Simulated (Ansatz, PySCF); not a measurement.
Dissociation curve of MgH, doublet.

- UHF/6-31G* = unrestricted Hartree-Fock/6-31G*, spherical d in PySCF
- UCCSD(T) = CCSD(T) on UHF/cc-pVDZ, frozen core (Ansatz, a program for electronic structure)
- FCI = Ansatz with full CI/cc-pVDZ, frozen core

Energies relative to the lowest point of each curve near equilibrium, in kJ/mol:

```csv
R / Å,UHF/6-31G*,UCCSD(T)
1.30,146.5,136.5
1.38,88.4,81.1
1.48,41.0,36.9
1.59,12.4,10.8
1.74,0.0,0.0
1.87,5.1,5.0
1.91,8.6,8.2
1.99,17.4,16.4
2.39,70.7,68.6
2.92,104.0,109.7
5.24,110.2,116.3
6.87,110.4,116.4
```

Task: What does FCI give at the same points?

Result: 1.30: 136.7; 1.38: 81.2; 1.48: 37.0; 1.59: 10.8; 1.74: 0.0; 1.87: 4.9; 1.91: 8.1; 1.99: 16.3; 2.39: 68.5; 2.92: 109.9; 5.24: 116.8; 6.87: 116.8 (kJ/mol).

The unrestricted determinant behind UHF/6-31G*, UCCSD(T) is spin-contaminated at 2.39 to 3.10 Å (<S²> up to 0.9, against 0.75 for a pure doublet).
